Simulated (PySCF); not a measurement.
Cl₂Zn, SMILES [Cl][Zn-][Cl] (connectivity only; charge and spin as stated), charge -1, multiplicity 2. Atoms are numbered in the order given.

```xyz
3

Zn     0.0000     0.0000     0.6159
Cl     0.0000     2.0094    -0.5435
Cl     0.0000    -2.0094    -0.5435
```
Charge -1, spin multiplicity 2.

Geometry: PBE-D3(BJ)/def2-SVPD.

Calculation: PBE-D3(BJ)/def2-SVPD (PySCF).

Frequencies are harmonic and unscaled.

Q: Estimate the vibrational spectrum. (The exact figures need the calculation; the answer reports its results.)

A: 
```csv
mode,ν (cm⁻¹),IR (km/mol),moving atoms (share of kinetic energy)
1,88,3.0,"Cl 72 %, Zn 28 %"
2,255,32.8,"Cl 76 %, Zn 24 %"
3,283,100.3,"Cl 55 %, Zn 45 %"
```
